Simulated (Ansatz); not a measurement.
The same path of CH5PSSi (9 atoms, charge 0, multiplicity 1) was run twice with different band settings. The coordinate that changes most is the height of P1 over the plane of its neighbours.

The calculation used Ansatz, RKS PBE/def2-SVP.

Relaxed end points:

```xyz
9
Properties=species:S:1:pos:R:3
P -1.715 1.121 0.554
Si -0.219 -0.568 0.317
C 1.566 -0.155 -0.037
S 0.764 -1.013 -1.517
H -2.769 0.388 -0.104
H -1.276 1.741 -0.670
H -0.498 -1.705 1.254
H 1.858 0.892 -0.240
H 2.377 -0.746 0.425
```

```xyz
9
Properties=species:S:1:pos:R:3
P -1.543 1.285 -0.357
Si -0.172 -0.439 0.176
C 1.654 -0.204 -0.139
S 0.887 -1.335 -1.434
H -2.671 0.411 -0.565
H -1.906 1.518 1.022
H -0.570 -1.324 1.321
H 2.020 0.753 -0.553
H 2.389 -0.710 0.512
```

Common settings: movable images 7; spring 5.0 eV/Å²; start path through a guess of the saddle point; force threshold 0.05 eV/Å; iteration limit 60; end points relaxed.

| run | climbing image | optimiser |
| --- | --- | --- |
| 1 | yes | quadratic models (default) |
| 2 | from the first iteration | lbfgs |

Problem. What does each run give, and how far can it be trusted?

Solution. Run 1: converged after 22 iterations, highest image 1.016 eV above the first end. The profile has 2 maxima (images 4, 6) with wells between them (image 5): this band takes more than one step, which may be the mechanism or a detour left from its start path. A vibrational analysis at the climbing image gives one clearly imaginary mode, 663i cm⁻¹: a first-order saddle point.
Run 2: converged after 40 iterations, highest image 1.075 eV above the first end. The order of the stationary point at the top wasn't checked.
